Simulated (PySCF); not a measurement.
ZnH₂, SMILES [ZnH2]. Atoms are numbered in the order given.

```xyz
3

Zn     0.0000     0.0000     0.0000
H      0.0000     0.0000    -1.5458
H      0.0000     0.0000     1.5458
```
Charge 0, spin multiplicity 1.

Geometry: PBE-D3(BJ)/def2-TZVPD. The isomer is the one that the SMILES or the coordinates give; other isomers of the formula were not compared.

All values below come from PBE/pcSseg-2 in PySCF.

GIAO shieldings, no solvent; atoms alike by connectivity are averaged. δ = σ(ref) − σ: ¹H against TMS (σ = 31.47 ppm), references at their B3LYP-D3(BJ)/def2-TZVP geometries, non-relativistic.

```json
[
 {"nucleus": "¹H", "atoms": "H2, H3", "count": "2", "δ (ppm)": "4.63"}
]
```
